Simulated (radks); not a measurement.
Results of a calculation; reference values are marked as such.
Al+, configuration [He] 2s2 2p(1/2: 1, 3/2: 4) 3s2 3p(1/2: 1, 3/2: 0) (not the ground configuration).

Level of theory: Dirac Kohn-Sham, PBE, spin-unpolarised, spherical densities, finite nucleus; Fermi nuclear charge, rms radius 3.061 fm (a radial shooting solver on a logarithmic mesh with Libxc functionals).

Energy parts (eV):
| part | energy |
|---|---|
| total | -6520.676 |
| kinetic | 6535.487 |
| electron-nucleus | -15344.590 |
| Hartree | 2764.321 |
| exchange-correlation | -475.894 |

Orbitals (lengths in bohr, moments of r in powers of bohr; r(90%) holds 90 % of the orbital's charge):
orbital  occ.  eigenvalue (eV)   <1/r>  r(90%)      <r^4>
1s1/2       2        -1546.613   12.64   0.215  0.0009798
2s1/2       2        -134.5239   2.410   0.956     0.3575
2p1/2       1         -97.0838   2.305   0.958     0.3730
2p3/2       4         -96.6012   2.294   0.961     0.3776
3s1/2       2         -18.2207  0.6347    3.21      45.37
3p1/2       1         -11.5543  0.5332    3.86      93.36
3p3/2       0         -11.5201  0.5318    3.86      94.12

The highest occupied level is 3p1/2 at -11.554 eV. The electron density at the nucleus is 1512 e/bohr^3. The density falls to 0.001 e/bohr^3 at r = 4.00 bohr.
